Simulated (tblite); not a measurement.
**Question.** Give a GFN2-xTB geometry of `CC(C)(C[SiH3])S(=O)(=O)Cl`.

**Answer.** 
Z-matrix in Å and degrees, rows numbered from 1:
```
C 
C   1  1.5147
C   2  1.5101  1  113.48
C   2  1.5137  1  113.16  3  -132.50
Si  4  1.9195  2  116.92  1  -161.57
S   2  1.8336  1  105.86  3   115.87
O   6  1.4277  2  111.53  1    55.19
O   6  1.4319  2  110.75  1  -171.21
Cl  6  2.0447  2  103.95  1   -58.69
H   1  1.0887  2  109.79  3  -168.40
H   1  1.0885  2  111.06  3   -48.39
H   1  1.0892  2  110.17  3    71.99
H   3  1.0885  2  110.60  1    48.51
H   3  1.0867  2  110.11  1   168.39
H   3  1.0888  2  110.23  1   -71.61
H   4  1.0919  2  108.19  1   -40.94
H   4  1.0928  2  108.12  1    73.93
H   5  1.4733  4  101.47  2  -161.25
H   5  1.4541  4  112.41  2    84.25
H   5  1.4598  4  111.87  2   -47.47
```

S6 (sulfonyl sulfur) is distorted tetrahedral (angles from 104.0° to 118.0°). Si5 (SiH3 silicon) is distorted tetrahedral (angles from 101.5° to 115.4°). Of the pairs four or more bonds apart, Si5···O8 is among the closest relative to their van der Waals radii: 2.74 Å, 76 % of the sum of Bondi's values.

Structure optimised with GFN2-xTB, isolated species.

Point group: C1 (no symmetry element, even within 0.4 Å). Its GFN2-xTB frequencies are all real (lowest 43 cm⁻¹). One conformer, not necessarily the lowest (C1–C2–C4–Si5 -162°, C1–C2–S6–O7 55°).

These are computed values.
